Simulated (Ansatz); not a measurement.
Reaction (atomization): `CO[SiH2][Si](O)(O)F` → C• + F• + 7 H• + 3 O• + 2 Si•

Program: Ansatz. Geometries: PBE0-D4/def2-TZVP. ΔE: electronic, gas phase. CBS: MP2 limit from def2 TZ/QZ plus the TZ coupled-cluster correction, frozen cores. This one scheme is used for every species, atoms too. DFT in def2-TZVPP. Open shells (•) are unrestricted, without spin–orbit coupling. Spin–orbit coupling would lower the free atoms: a little for C, F, O, Si. Each species was taken in one conformer, which may not be the lowest.

```tsv
level	ΔE (kJ/mol)
r2SCAN-D4	5433.1
B2PLYP	5363.5
PBE	5453.1
HF/def2-TZVPP	3921.4
MP2/def2-TZVPP	5419.8
HF/def2-QZVPP	3935.8
MP2/def2-QZVPP	5519.7
SCS-MP2/def2-QZVPP	5488.1
```

(1) What does CCSD(T)/CBS give? (Best estimate.)

Largest T1 diagnostic among the species: 0.012.

Results:

(1) Computed: +5456.4 kJ/mol. The listed levels differ from it by -23.3, -92.9, -3.3, -1535.0, -36.6, -1520.6, 63.3, 31.7 kJ/mol.

From PBE to PBE0 (25 % exact exchange), in def2-TZVPP and without D4, ΔE moves by −108.1 kJ/mol: exact exchange takes away binding that semilocal exchange gives to molecules. The D4 term adds +50.9 kJ/mol with B3LYP and +27.0 kJ/mol with PBE0; it sums over pairs of atoms, weighted by their polarisabilities, and B3LYP, whose exchange is more repulsive, gets the larger term. In def2-TZVPP, CCSD(T) changes the Hartree–Fock value by +1369.5 kJ/mol (the triples alone add +77.7 kJ/mol) and MP2 by +1498.3 kJ/mol; breaking electron pairs costs correlation energy, which Hartree–Fock lacks.

B3LYP here is the variant with VWN-RPA as its local correlation; programs differ in this.

For atomizations the MP2-based limit and the directly extrapolated one differ by several kJ/mol either way, and by 10 to 25 for some Ge, Se and Sn compounds, so smaller differences from it don't rank the levels.
